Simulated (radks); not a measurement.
All-electron atom: Sn I in [Kr] 4d10 5s2 5p2 (the NIST ground configuration).

All-electron calculation, non-relativistic Kohn-Sham, PBE, spin-polarised, spherical densities, point nucleus; open shells are filled with parallel spins first (spin-orbit coupling, left out, can overturn this in heavy ions); relativity is left out, which matters for an element this heavy. Program: a radial shooting solver on a logarithmic mesh with Libxc functionals.

Energy parts (Ry):
total: -12049.75153
kinetic: 12045.02762
electron-nucleus: -28651.11504
Hartree: 4877.67501
exchange-correlation: -321.33912

Orbitals (lengths in bohr, moments of r in powers of bohr):
orbital,occ.,eigenvalue (Ry),<r^2>
1s up,1,-2055.826,0.001238
1s down,1,-2055.824,0.001238
2s up,1,-303.3036,0.02029
2s down,1,-303.3031,0.02029
2p up,3,-283.7251,0.01528
2p down,3,-283.7236,0.01528
3s up,1,-58.32364,0.1419
3s down,1,-58.32183,0.1419
3p up,3,-50.25236,0.1368
3p down,3,-50.25026,0.1368
3d up,5,-35.28656,0.1174
3d down,5,-35.28469,0.1174
4s up,1,-9.10797,0.8154
4s down,1,-9.10354,0.8151
4p up,3,-6.42553,0.9238
4p down,3,-6.42056,0.9225
4d up,5,-1.99862,1.418
4d down,5,-1.98709,1.399
5s up,1,-0.75314,7.159
5s down,1,-0.66369,7.080
5p up,2,-0.31094,12.06
5p down,0,-0.21657,12.73

The highest occupied level is 5p up at -4.231 eV. Virial ratio -V/T = 2.00039.
